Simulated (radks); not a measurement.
Results of a calculation; reference values are marked as such.
Initial-state core-level shifts of the xenon ion Xe+ when its valence configuration changes from [Kr] 4d10 5s2 5p5. Level of theory: Dirac Kohn-Sham, PBE, spin-unpolarised, spherical densities, point nucleus; open shells are shared between the two j in proportion to 2j + 1 (a radial shooting solver on a logarithmic mesh with Libxc functionals). Shifts are changes of the shell-averaged eigenvalues in eV (positive: less bound).

valence                1s       2p       3p       3d
4d10 5s1.5 5p5.5   -0.707   -0.690   -0.703   -0.703
4d9.5 5s2 5p5.5    -4.979   -5.290   -4.997   -5.059
4d9 5s2 5p6       -10.012  -10.649  -10.040  -10.168
4d10 5s1 5p6       -1.403   -1.371   -1.397   -1.397
